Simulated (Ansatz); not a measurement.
`[BH2][Al]1[SiH2][S]1` + HBr → `[Br][Al]1[SiH2][S]1` + BH₃ at 298.15 K and 1 bar (cleavage of the Al–B bond).

Isolated molecules relaxed with PBE0-D4/def2-TZVP in Ansatz; ΔE leaves out vibrations. CBS: MP2 limit from def2 TZ/QZ plus the TZ coupled-cluster correction, frozen cores. This one scheme is used for every species. For Br outer-core shells are correlated without core-valence functions, which leaves a few kJ/mol of doubt a bond. Scalar relativity is left out up to krypton.

```json
{"species": "`[BH2][Al]1[SiH2][S]1`", "CCSD(T)/CBS energy (Eh)": "-956.06081", "H − E (kJ/mol)": "122.8", "S (J/(mol·K))": "341.2"}
{"species": "HBr", "CCSD(T)/CBS energy (Eh)": "-2573.91920", "H − E (kJ/mol)": "24.6", "S (J/(mol·K))": "198.6"}
{"species": "`[Br][Al]1[SiH2][S]1`", "CCSD(T)/CBS energy (Eh)": "-3503.49136", "H − E (kJ/mol)": "72.6", "S (J/(mol·K))": "344.0"}
{"species": "BH₃", "CCSD(T)/CBS energy (Eh)": "-26.55200", "H − E (kJ/mol)": "78.7", "S (J/(mol·K))": "188.3"}
```

H − E and S are ideal-gas, rigid-rotor, harmonic terms from PBE0-D4/def2-TZVP. 1 Eh = 2625.50 kJ/mol, R = 8.31446 J/(mol·K).

Task: By hand: ΔE, ΔH, ΔS and ΔG.

Result: ΔE = (-3503.49136) + (-26.55200) − (-956.06081) − (-2573.91920) = -0.06335 Eh = -166.3 kJ/mol. Δ(H − E) = 72.6 + 78.7 − 122.8 − 24.6 = 3.9, so ΔH = -162.4 kJ/mol. ΔS = 344.0 + 188.3 − 341.2 − 198.6 = -7.5 J/(mol·K). ΔG = -162.4 − 298.15 × (-7.5)/1000 = -160.2 kJ/mol.

Task: By hand: the equilibrium constant, and the temperature at which ΔG would vanish if ΔH and ΔS stayed fixed.

Result: log₁₀ K = −ΔG/(RT ln 10) = 28.1. ΔG = 0 at ΔH/ΔS = 21653 K, far beyond where these terms or the molecules hold.

The number of gas molecules stays the same, so ΔS is small and ΔH decides. A doubt of 5 kJ/mol in ΔE shifts log₁₀ K by 0.9 here. These are equilibria of isolated gas molecules and say nothing of rates. Largest T1 diagnostic: 0.016 (customary marks: 0.02 for closed shells, 0.045 for open ones).
